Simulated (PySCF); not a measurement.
C4H9FSi, SMILES CC[SiH2]/C=C\F. Geometry: PBE0-D3(BJ)/def2-SVP. The structure was generated by enumeration; whether it is a known compound was not checked. Other conformers were not sampled.

Computed equilibrium geometry at PBE0-D3(BJ)/def2-SVP (PySCF confirms it by a frequency run) as Cartesian coordinates in Å (one conformer of several):
```xyz
15

C     -3.1944     0.0714    -0.1294
C     -1.8701    -0.5050    -0.6214
Si    -0.3487     0.2308     0.2131
C      1.1932    -0.5719    -0.4910
C      2.4287    -0.2608    -0.1104
F      2.6701     0.6633     0.8189
H     -3.2511     1.1583    -0.3003
H     -4.0553    -0.3855    -0.6423
H     -3.3315    -0.0946     0.9510
H     -1.7616    -0.3530    -1.7099
H     -1.8415    -1.5980    -0.4664
H     -0.4183     0.0054     1.6919
H     -0.3082     1.7107    -0.0113
H      1.1168    -1.3459    -1.2618
H      3.3572    -0.7005    -0.4915
```
Charge 0, spin multiplicity 1.
